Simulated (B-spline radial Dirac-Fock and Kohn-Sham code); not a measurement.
# Relative intensities of the L3 lines, Sc to Rb

Method: a relativistic independent-particle model: LDA orbitals of the hole state, radiative multipoles to third order, Auger rates from the Coulomb interaction with a continuum orbital, Dirac-Fock energies. Computed with an atomic code on a B-spline grid. Each entry is the share of the radiative L3 rate in per cent; values in brackets are the Scofield rates tabulated in xraylib.

```
 Z  element           Lℓ          Lα2          Lα1            Lβ6  Lβ2  radiative width (eV)
21       Sc  37.8 (46.1)  5.80 (5.06)  52.0 (45.3)           4.42    –              0.000158
22       Ti  22.9 (28.4)  7.49 (6.99)  67.0 (62.4)           2.57    –              0.000333
23        V  16.0 (19.8)  8.27 (7.93)  74.0 (70.8)           1.73    –              0.000597
24       Cr  10.9 (13.7)  8.93 (8.68)  79.7 (77.3)          0.490    –               0.00106
25       Mn  9.65 (11.7)  9.00 (8.82)  80.4 (78.7)          0.960    –               0.00150
26       Fe  7.97 (9.55)  9.20 (9.06)  82.1 (80.7)          0.762    –               0.00220
27       Co  6.75 (8.03)  9.34 (9.24)  83.3 (82.2)          0.622    –               0.00312
28       Ni  5.84 (6.90)  9.45 (9.38)  84.2 (83.3)          0.519    –               0.00429
29       Cu  4.95 (5.85)  9.60 (9.54)  85.3 (84.5)          0.184    –               0.00591
30       Zn  4.58 (5.32)  9.62 (9.56)  85.4 (84.8)          0.379    –               0.00760
31       Ga  4.30 (4.94)  9.64 (9.58)  85.6 (85.1)  0.406 (0.378)    –               0.00960
32       Ge  4.09 (4.65)  9.65 (9.60)  85.8 (85.3)  0.429 (0.414)    –                0.0119
33       As  3.92 (4.42)  9.67 (9.62)  85.9 (85.5)  0.449 (0.441)    –                0.0146
36       Kr  3.61 (3.99)  9.69 (9.66)  86.2 (85.8)  0.493 (0.495)    –                0.0252
37       Rb  3.54 (3.90)  9.69 (9.66)  86.2 (85.9)  0.524 (0.529)    –                0.0298
```
